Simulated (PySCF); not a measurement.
Cd(SeH)(SiH3) (CdH4SeSi), SMILES [SeH][Cd][SiH3].

Coordinates come from a B3LYP-D3(BJ)/def2-SVP optimisation. The def2 effective core potentials stand for the cores of Cd; spin–orbit coupling is left out. One conformer was computed; it need not be the lowest.

Two levels are set side by side: TDA-PBE/def2-SVPD (PySCF) and TDA-PBE0/def2-SVPD (PySCF). Vertical, same geometry. The lowest singlet is HOMO→LUMO 100 % with PBE and HOMO→LUMO 98 % with the other functional; states are paired by order. Differences are taken from unrounded values.

```json
[
 {"quantity": "lowest singlet excitation (eV)", "TDA-PBE0": "4.30", "TDA-PBE": "3.72", "TDA-PBE minus TDA-PBE0": "-0.58"},
 {"quantity": "lowest triplet excitation (TDA) (eV)", "TDA-PBE0": "4.12", "TDA-PBE": "3.65", "TDA-PBE minus TDA-PBE0": "-0.47"},
 {"quantity": "first bright state (f over 0.05) (eV)", "TDA-PBE0": "6.05", "TDA-PBE": "5.70", "TDA-PBE minus TDA-PBE0": "-0.35"},
 {"quantity": "its oscillator strength", "TDA-PBE0": "1.15", "TDA-PBE": "0.84", "TDA-PBE minus TDA-PBE0": "-0.31"}
]
```

Functionals without exact exchange tend to place singlet excitations lower, as here. Differences between two approximate levels are no errors against the true value.

Rough cost on one machine, each run with all the roots and properties that it gave: TDA-PBE0 against TDA-PBE about 2 times.
